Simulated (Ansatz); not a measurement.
A nudged elastic band was laid between two geometries of BF2H3O (7 atoms, charge 0, multiplicity 1).

Method: RKS PBE0-D4/def2-SVP in Ansatz 0.2.0.

```
movable images  : 7
climbing image  : yes
spring          : 5.0 eV/Å²
optimiser       : quadratic models (default)
start path      : through a guess of the saddle point
force threshold : 0.03 eV/Å
iteration limit : 60
end points      : relaxed
```

Initial state:

```xyz
7
Properties=species:S:1:pos:R:3
B -0.026 -0.001 0.160
F -0.232 -0.730 1.289
F 1.257 -0.014 -0.290
H -0.913 0.031 -0.662
O -0.058 1.619 0.863
H 0.852 1.935 0.751
H -0.169 1.456 1.812
```

Final state:

```xyz
7
Properties=species:S:1:pos:R:3
B 0.264 0.460 -0.371
F -0.890 -0.102 2.572
F 1.364 0.383 -1.104
H -0.689 -0.229 -0.607
O 0.219 1.348 0.654
H 1.035 1.854 0.764
H -0.590 0.582 2.016
```

(1) What changes between the two ends?

(2) What energy profile does the band end with?

(3) What is the geometry of the highest image?

(4) What are the harmonic wavenumbers there?

Results:

(1) Bonds broken: B1–F2, O5–H7. Bonds formed: F2–H7. BF2H3O becomes BFH2O + FH.

(2) The forces met the threshold. The highest image is number 3 of 0 to 8, 0.92 eV above the first end and 0.51 eV above the last; the last end lies 0.41 eV above the first. A vibrational analysis at the climbing image gives one clearly imaginary mode, 889i cm⁻¹: a first-order saddle point. The orbitals stay closed-shell, which can raise the energy where a bond breaks towards radicals; this wasn't checked here.

```
image  path coordinate (Å)  energy (eV)  B1–F2 (Å)  O5–H7 (Å)  F2–H7 (Å)
    0                 0.00         0.00       1.36       0.97       2.25
    1                 0.32         0.09       1.39       0.98       1.84
    2                 0.65         0.49       1.48       1.04       1.44
    3                 0.97         0.92       1.66       1.28       1.11
    4                 1.39         0.61       2.07       1.66       0.95
    5                 1.82         0.44       2.50       1.86       0.93
    6                 2.24         0.42       2.82       1.84       0.93
    7                 2.67         0.41       3.04       1.79       0.93
    8                 3.09         0.41       3.21       1.76       0.93
```

(3) 
```xyz
7
Properties=species:S:1:pos:R:3
B 0.022 0.295 0.071
F -0.337 -0.329 1.569
F 1.258 -0.109 -0.249
H -0.904 0.046 -0.654
O 0.004 1.628 0.742
H 0.896 2.000 0.777
H -0.225 0.767 1.666
```

(4) 889i, 335, 429, 490, 675, 799, 911, 976, 1081, 1210, 1236, 1328, 2051, 2700, 3856 cm⁻¹.

Run time: 3.8 min on 1 thread of Arm Neoverse V1 (shared host), peak memory 0.13 GiB.
